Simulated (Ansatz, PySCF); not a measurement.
Si(OH)3(NH2) (H₅NO₃Si), SMILES N[Si](O)(O)O. Atoms are numbered in the order given.

```xyz
10

N      1.5878    -0.5790    -0.1571
Si    -0.0179     0.0136    -0.0342
O     -0.0319     1.2868     1.0323
O     -0.6165     0.5865    -1.4608
O     -1.0085    -1.2359     0.4305
H      1.7528    -1.4307    -0.6843
H      2.3399     0.0850    -0.3124
H      0.3696     1.1310     1.8921
H     -1.5155     0.9290    -1.4355
H     -0.7270    -1.7436     1.1972
```
Charge 0, spin multiplicity 1.

The structure is a stationary point at ωB97X-D3(BJ)/def2-SVP. Other conformers were not sampled.

Two levels are set side by side: PBE-D3(BJ)/def2-SVP (Ansatz, a quantum-chemistry and plane-wave program) and ωB97X-D3(BJ)/def2-SVP (PySCF). Each level has its own optimised geometry; the coordinates shown are those of the second. Differences are taken from unrounded values.

```
quantity              ωB97X-D3(BJ)
--------------------  ------------
mean bond length (Å)         1.289
bond N1–Si2 (Å)              1.716
bond Si2–O3 (Å)              1.661
bond Si2–O4 (Å)              1.650
bond Si2–O5 (Å)              1.661
bond N1–H6 (Å)               1.015
bond N1–H7 (Å)               1.015
bond O3–H8 (Å)               0.962
bond O4–H9 (Å)               0.962
bond O5–H10 (Å)              0.962
```

Q: What does PBE-D3(BJ) give, and how far is it from ωB97X-D3(BJ)? (An estimate is asked for; the answer gives what the named calculation found.)

A: 
```tsv
quantity	PBE-D3(BJ)	PBE-D3(BJ) minus ωB97X-D3(BJ)
mean bond length (Å)	1.301	0.012
bond N1–Si2 (Å)	1.723	0.007
bond Si2–O3 (Å)	1.677	0.016
bond Si2–O4 (Å)	1.670	0.020
bond Si2–O5 (Å)	1.677	0.016
bond N1–H6 (Å)	1.022	0.007
bond N1–H7 (Å)	1.022	0.006
bond O3–H8 (Å)	0.973	0.011
bond O4–H9 (Å)	0.973	0.011
bond O5–H10 (Å)	0.973	0.011
```

Exact exchange shortens and stiffens bonds; PBE has none. Differences between two approximate levels are no errors against the true value.
